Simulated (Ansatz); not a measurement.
`O[B](F)[GeH3]` + `[CH3][AlH][CH3]` → `CB(O)F` + `[CH3][AlH][GeH3]`  (redistribution)

Calculated with Ansatz (gas phase, PBE0-D4/def2-TZVP geometries, no zero-point term in ΔE). CBS: MP2 limit from def2 TZ/QZ plus the TZ coupled-cluster correction, frozen cores. DFT in def2-TZVPP. HSE06 is defined as in plane-wave codes. For Ge outer-core shells are correlated without core-valence functions, which leaves a few kJ/mol of doubt a bond. Scalar relativity is left out up to krypton. One conformer a species, not always the lowest.

```csv
level,ΔE (kcal/mol)
BLYP-D4,-12.3
r2SCANh-D4,-13.6
HSE06-D4,-14.0
r2SCAN,-13.3
r2SCANh,-13.6
MP2/def2-TZVPP,-12.5
CCSD/def2-TZVPP,-13.5
MP2/CBS(def2),-12.3
```

Question: What does CCSD(T)/CBS give? (Best estimate.)

Answer: The calculation gave: -12.9 kcal/mol. The listed levels differ from it by 0.6, -0.7, -1.1, -0.4, -0.7, 0.4, -0.6, 0.6 kcal/mol.

Largest T1 diagnostic among the species: 0.013.

From BLYP to BHLYP (50 % exact exchange), in def2-TZVPP and without D4, ΔE moves by −1.7 kcal/mol. Leaving LDA and LC-ωPBE aside and taking each functional with its dispersion term where it has one, the values, not all of them listed here, spread over 1.9 kcal/mol, from BHLYP-D4 to BLYP-D4. At CCSD(T), def2-SVP lies −2.8 kcal/mol from the extrapolated value and def2-TZVPP −0.2 kcal/mol.
